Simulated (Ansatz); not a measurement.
`CN(C)BN` + HCl → `NBCl` + dimethylamine at 700 K and 1 bar (ligand exchange at a B–N bond).

Computed with Ansatz on PBE0-D4/def2-TZVP structures; ΔE is electronic, products minus reactants. CCSD(T)/CBS adds triple-zeta CCSD(T) − MP2 to the extrapolated MP2 energy (def2 sets, frozen cores). This one scheme is used for every species. Each species was taken in one conformer, which may not be the lowest.

```tsv
species	CCSD(T)/CBS energy (Eh)	H − E (kJ/mol)	S (J/(mol·K))
`CN(C)BN`	-215.79289	407.5	467.2
HCl	-460.38127	38.4	211.8
`NBCl`	-541.16722	152.0	331.8
`CNC`	-135.00321	296.9	352.4
```

H − E and S are ideal-gas, rigid-rotor, harmonic terms from PBE0-D4/def2-TZVP, for one conformer and one mirror image of each species. 1 Eh = 2625.50 kJ/mol, R = 8.31446 J/(mol·K).

Q: By hand: ΔE, ΔH, ΔS and ΔG.

A: ΔE = (-541.16722) + (-135.00321) − (-215.79289) − (-460.38127) = 0.00373 Eh = 9.8 kJ/mol. Δ(H − E) = 152.0 + 296.9 − 407.5 − 38.4 = 3.0, so ΔH = 12.8 kJ/mol. ΔS = 331.8 + 352.4 − 467.2 − 211.8 = 5.2 J/(mol·K). ΔG = 12.8 − 700 × (5.2)/1000 = 9.2 kJ/mol.

Q: By hand: the equilibrium constant, and the temperature at which ΔG would vanish if ΔH and ΔS stayed fixed.

A: log₁₀ K = −ΔG/(RT ln 10) = -0.7. ΔG = 0 at ΔH/ΔS = 2462 K, though so small a ΔS makes that figure unsure.

The number of gas molecules stays the same, so ΔS is small and ΔH decides. A doubt of 5 kJ/mol in ΔE shifts log₁₀ K by 0.4 here. Other conformers and mirror images would add mixing entropy, several J/(mol·K) or more a flexible species. Modes under 60 cm⁻¹, often nearly free rotors, make the harmonic entropy too high. These are equilibria of isolated gas molecules and say nothing of rates. Largest T1 diagnostic: 0.011 (customary marks: 0.02 for closed shells, 0.045 for open ones).
